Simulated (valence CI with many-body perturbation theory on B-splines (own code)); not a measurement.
E1 transitions of Hf64+

Level of theory: relativistic CI+MBPT: six valence electrons over a frozen Dirac-Fock core [He], a basis of 9 s, 9 p, 8 d, 6 f, 3 g, 1 h functions for each j, with the one-electron correlation potential Σ1 (screened to all orders), the two-electron term Σ2, the three-electron term Σ3, Breit, model QED; selected single and double excitations, second order for the rest (own B-spline code, finite nucleus).

The last digits are not significant, and no measured levels were compared; by estimate large intervals hold to a few tenths of a per cent, small ones and those within an open d or f shell to about a per cent. Among the levels kept, up to 4900 cm⁻¹ of a level comes from second order outside the variational space, and about a tenth of that is noise between levels of different J, which matters for small intervals.

Lines 51 to 100 of 201 in falling wavelength, among levels below 80238 × 10³ cm⁻¹, chosen from the strongest by gf and those to the six lowest levels. Wavelengths and rates use the calculated energies. Electric multipoles are in the length gauge, E1 and E2 with the static RPA response of the core. Weak lines are less certain than strong ones. Lines between different terms over intervals too small for the method are left out, as are lines whose strength nearly cancels. The highest levels of a list are the least certain.

Levels are named by their leading jj configuration (3d3/2^4 stands for four electrons in 3d with j = 3/2), which in mixed levels can hold well under half, so a name can repeat and another be missing. Letters in brackets count levels of one name in rising energy.

```tsv
λ vac (nm)	Upper	Lower	A (s⁻¹)	S (a.u.) with core polarisation	S without
2.649	(2s^2 2p1/2 2p3/2^2 3p3/2) J=4	(2s^2 2p1/2 2p3/2^2 3s) J=3	1.17e+12	9.64e-02	9.65e-02
2.645	(2s^2 2p1/2 2p3/2^2 3p3/2) J=3 [b]	(2s^2 2p1/2 2p3/2^2 3s) J=3	6.60e+11	4.22e-02	4.22e-02
2.642	(2s^2 2p1/2^2 2p3/2 3p3/2) J=3	(2s^2 2p1/2^2 2p3/2 3s) J=2	1.18e+12	7.50e-02	7.50e-02
2.640	(2s^2 2p1/2^2 2p3/2 3d3/2) J=2	(2s^2 2p1/2^2 2p3/2 3p1/2) J=1	4.07e+11	1.85e-02	1.85e-02
2.640	(2s^2 2p1/2^2 2p3/2 3p3/2) J=1	(2s^2 2p1/2^2 2p3/2 3s) J=2	2.07e+11	5.65e-03	5.65e-03
2.633	(2s^2 2p1/2 2p3/2^2 3p3/2) J=3 [a]	(2s^2 2p1/2 2p3/2^2 3s) J=2 [a]	1.22e+12	7.66e-02	7.66e-02
2.630	(2s 2p1/2^2 2p3/2^3) J=1	(2s^2 2p1/2 2p3/2^3) J=1	3.08e+10	8.29e-04	8.30e-04
2.605	(2s^2 2p1/2^2 2p3/2 3d3/2) J=3	(2s^2 2p1/2^2 2p3/2 3p1/2) J=2	8.28e+11	5.06e-02	5.06e-02
2.602	(2s^2 2p1/2 2p3/2^2 3p3/2) J=1 [a]	(2s^2 2p1/2 2p3/2^2 3s) J=1 [a]	4.51e+11	1.18e-02	1.18e-02
2.599	(2s^2 2p1/2 2p3/2^2 3p3/2) J=2 [a]	(2s^2 2p1/2 2p3/2^2 3s) J=2 [a]	5.88e+11	2.55e-02	2.55e-02
2.587	(2s^2 2p1/2 2p3/2^2 3p3/2) J=2 [c]	(2s^2 2p1/2 2p3/2^2 3s) J=1 [b]	9.59e+11	4.10e-02	4.10e-02
2.586	(2s^2 2p1/2^2 2p3/2 3d3/2) J=1	(2s^2 2p1/2^2 2p3/2 3p1/2) J=2	1.54e+11	3.95e-03	3.95e-03
2.583	(2s^2 2p1/2 2p3/2^2 3p3/2) J=1 [c]	(2s^2 2p1/2 2p3/2^2 3s) J=1 [b]	4.44e+11	1.13e-02	1.13e-02
2.577	(2s^2 2p1/2^2 2p3/2 3d3/2) J=1	(2s^2 2p1/2^2 2p3/2 3p1/2) J=1	7.07e+11	1.79e-02	1.79e-02
2.565	(2s^2 2p1/2 2p3/2^2 3p3/2) J=1 [c]	(2s^2 2p1/2 2p3/2^2 3s) J=0	8.20e+11	2.05e-02	2.05e-02
2.559	(2s^2 2p1/2^2 2p3/2 3d3/2) J=0	(2s^2 2p1/2^2 2p3/2 3p1/2) J=1	8.81e+11	7.28e-03	7.28e-03
2.539	(2s^2 2p1/2 2p3/2^2 3p3/2) J=1 [a]	(2s^2 2p1/2 2p3/2^2 3s) J=2 [a]	6.01e+10	1.46e-03	1.46e-03
2.537	(2s^2 2p1/2^2 2p3/2 3p3/2) J=2	(2s^2 2p1/2^2 2p3/2 3s) J=1	7.04e+11	2.84e-02	2.84e-02
2.513	(2s^2 2p1/2 2p3/2^2 3p3/2) J=3 [b]	(2s^2 2p1/2 2p3/2^2 3s) J=2 [a]	2.66e+10	1.46e-03	1.46e-03
2.500	(2s^2 2p1/2 2p3/2^2 3p3/2) J=1 [b]	(2s^2 2p1/2 2p3/2^2 3s) J=2 [b]	6.23e+11	1.44e-02	1.44e-02
2.492	(2s^2 2p1/2^2 2p3/2 3p3/2) J=2	(2s^2 2p1/2^2 2p3/2 3s) J=2	6.87e+11	2.62e-02	2.62e-02
2.455	(2s^2 2p1/2 2p3/2^2 3p3/2) J=2 [b]	(2s^2 2p1/2 2p3/2^2 3s) J=2 [b]	8.88e+11	3.24e-02	3.24e-02
2.415	(2s^2 2p1/2 2p3/2^2 3p3/2) J=2 [b]	(2s^2 2p1/2 2p3/2^2 3s) J=3	2.89e+11	1.00e-02	1.00e-02
2.412	(2s^2 2p1/2^2 2p3/2 3p3/2) J=0	(2s^2 2p1/2^2 2p3/2 3s) J=1	1.62e+12	1.12e-02	1.12e-02
2.398	(2s^2 2p1/2 2p3/2^2 3p3/2) J=1 [b]	(2s^2 2p1/2 2p3/2^2 3s) J=1 [a]	7.03e+11	1.44e-02	1.44e-02
2.361	(2s^2 2p1/2 2p3/2^2 3p3/2) J=2 [c]	(2s^2 2p1/2 2p3/2^2 3s) J=2 [b]	3.26e+11	1.06e-02	1.06e-02
2.344	(2s^2 2p1/2 2p3/2^2 3p3/2) J=1 [b]	(2s^2 2p1/2 2p3/2^2 3s) J=2 [a]	2.01e+11	3.83e-03	3.83e-03
2.324	(2s^2 2p1/2 2p3/2^2 3p3/2) J=2 [c]	(2s^2 2p1/2 2p3/2^2 3s) J=3	7.93e+10	2.46e-03	2.46e-03
2.267	(2s^2 2p1/2 2p3/2^2 3p3/2) J=1 [c]	(2s^2 2p1/2 2p3/2^2 3s) J=1 [a]	1.05e+11	1.82e-03	1.82e-03
1.542	(2s^2 2p3/2^4) J=0	(2s 2p1/2^2 2p3/2^3) J=1	2.79e+10	5.05e-05	5.06e-05
0.8005	(2s 2p1/2^2 2p3/2^2 3s) J=3	(2s^2 2p1/2^2 2p3/2 3s) J=2	2.30e+12	4.08e-03	4.09e-03
0.7962	(2s 2p1/2^2 2p3/2^2 3p1/2) J=3	(2s^2 2p1/2^2 2p3/2 3p1/2) J=2	2.23e+12	3.88e-03	3.89e-03
0.7962	(2s 2p1/2^2 2p3/2^2 3p1/2) J=2	(2s^2 2p1/2^2 2p3/2 3p1/2) J=1	2.05e+12	2.55e-03	2.56e-03
0.7900	(2s 2p1/2^2 2p3/2^2 3s) J=2 [a]	(2s^2 2p1/2^2 2p3/2 3s) J=1	1.25e+12	1.52e-03	1.52e-03
0.7856	(2s 2p1/2^2 2p3/2^2 3s) J=2 [a]	(2s^2 2p1/2^2 2p3/2 3s) J=2	1.45e+12	1.73e-03	1.73e-03
0.7638	(2s 2p1/2^2 2p3/2^3) J=2	(2s^2 2p1/2^2 2p3/2^2) J=2	7.75e+12	8.52e-03	8.54e-03
0.7584	(2s 2p1/2 2p3/2^4) J=0	(2s^2 2p1/2 2p3/2^3) J=1	1.55e+13	3.33e-03	3.34e-03
0.7535	(2s 2p1/2^2 2p3/2^2 3s) J=1 [a]	(2s^2 2p1/2^2 2p3/2 3s) J=1	8.34e+11	5.28e-04	5.29e-04
0.7534	(2s 2p1/2^2 2p3/2^3) J=1	(2s^2 2p1/2^2 2p3/2^2) J=0	4.93e+12	3.12e-03	3.12e-03
0.7511	(2s 2p1/2^2 2p3/2^2 3s) J=1 [b]	(2s^2 2p1/2^2 2p3/2 3s) J=1	1.28e+13	8.03e-03	8.04e-03
0.7497	(2s 2p1/2 2p3/2^4) J=1	(2s^2 2p1/2 2p3/2^3) J=2	1.43e+13	8.90e-03	8.91e-03
0.7495	(2s 2p1/2^2 2p3/2^2 3s) J=1 [a]	(2s^2 2p1/2^2 2p3/2 3s) J=2	7.64e+12	4.76e-03	4.77e-03
0.7483	(2s 2p1/2^2 2p3/2^2 3s) J=2 [b]	(2s^2 2p1/2^2 2p3/2 3s) J=1	1.86e+12	1.92e-03	1.92e-03
0.7481	(2s 2p1/2^2 2p3/2^2 3p1/2) J=1	(2s^2 2p1/2^2 2p3/2 3p1/2) J=2	1.03e+12	6.37e-04	6.38e-04
0.7475	(2s 2p1/2^2 2p3/2^2 3p1/2) J=1	(2s^2 2p1/2^2 2p3/2 3p1/2) J=1	1.38e+13	8.56e-03	8.57e-03
0.7471	(2s 2p1/2^2 2p3/2^2 3s) J=1 [b]	(2s^2 2p1/2^2 2p3/2 3s) J=2	1.79e+12	1.11e-03	1.11e-03
0.7465	(2p1/2^2 2p3/2^4) J=0	(2s 2p1/2^2 2p3/2^3) J=1	3.13e+13	6.42e-03	6.43e-03
0.7444	(2s 2p1/2^2 2p3/2^2 3s) J=2 [b]	(2s^2 2p1/2^2 2p3/2 3s) J=2	1.04e+13	1.06e-02	1.06e-02
0.7414	(2s 2p1/2 2p3/2^4) J=1	(2s^2 2p1/2 2p3/2^3) J=1	2.58e+12	1.56e-03	1.56e-03
0.7368	(2s 2p1/2^2 2p3/2^2 3s) J=0	(2s^2 2p1/2^2 2p3/2 3s) J=1	7.74e+12	1.53e-03	1.53e-03
```
